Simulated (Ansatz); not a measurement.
Input for Ansatz (an electronic-structure program): R-r2SCAN/def2-TZVPP on H3InO (SMILES [OH][InH2]), atoms moved off the minimum. Elements past Kr take the def2 small-core potentials; no spin–orbit coupling.

Ansatz 0.2 input:
```yaml
crystal:
  periodic: [false, false, false]
  atoms:
    - {symbol: In, position_ang: [0.07273435, -0.13965796, -0.26635977]}
    - {symbol: H, position_ang: [-1.36140560, -0.11279268, -1.19220234]}
    - {symbol: H, position_ang: [1.68190400, -0.77376951, -0.46705964]}
    - {symbol: O, position_ang: [-0.20054466, 0.81610821, 1.41866105]}
    - {symbol: H, position_ang: [0.59350128, 0.88457806, 2.00667577]}
basis:
  gaussian:
    orbitals: def2-TZVPP
hamiltonian:
  xc: {name: r2SCAN}
scf: {lower_state_search: off}
output: {forces: true}
```

**Question.** Predict the final total energy.

**Answer.** -267.2189 hartree.
